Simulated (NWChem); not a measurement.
## Basis-set convergence for H$_{2}$BrNSi

```xyz
5

Si     0.8055     1.1203     0.0000
Br    -0.8986    -0.4330     0.0000
N      2.1399     0.0169     0.0000
H      2.0877    -1.0079     0.0000
H      3.1062     0.3608     0.0000
```
Charge 0, spin multiplicity 1.

The numbers come from NWChem runs, not from measurements. Structure: optimised with PBE/def2-SVP, a minimum by its harmonic frequencies. It is one conformer; others weren't searched.

Quantity: vertical ionisation energy at the level ΔPBE0 (Δ: difference of total energies, the cation a doublet at the parent's geometry with its hole in an orbital of symmetry a' (Cs labels); it is the state that the SCF runs reached, from PBE0 orbitals for Hartree-Fock references, and need not be the lowest).

The Hamiltonian is non-relativistic. The Pople sets run with spherical d functions. The structure started from a generated list of species. No SCF solution was tested for a lower state.

The cost column gives rough processor time relative to STO-3G; each entry includes its own SCF.

Question: In cc-pVQZ the value is 9.27 eV. Among STO-3G, 3-21G, 6-31G*, pcseg-1, def2-SVP, aug-cc-pVDZ, cc-pVTZ, def2-TZVPD, aug-cc-pVTZ, which is the smallest basis within 0.1 eV of it?

Answer: 3-21G, with 48 functions against 242 and about 0.6 % of the time (also within reach: 6-31G*, pcseg-1, def2-SVP, aug-cc-pVDZ, cc-pVTZ, def2-TZVPD, aug-cc-pVTZ). cc-pVQZ isn't the basis-set limit itself, and a small set can land close by cancellation.

```
basis        functions  vertical ionisation energy (eV)  relative cost
-----------  ---------  -------------------------------  -------------
STO-3G              34                             6.67              1
3-21G               48                             9.19        under 3
6-31G*              68                             9.29        under 3
pcseg-1             69                             9.35        under 3
def2-SVP            74                             9.24        under 3
aug-cc-pVDZ        104                             9.32             10
cc-pVTZ            135                             9.27             20
def2-TZVPD         155                             9.29             10
aug-cc-pVTZ        201                             9.29            100
cc-pVQZ            242                             9.27            200
```
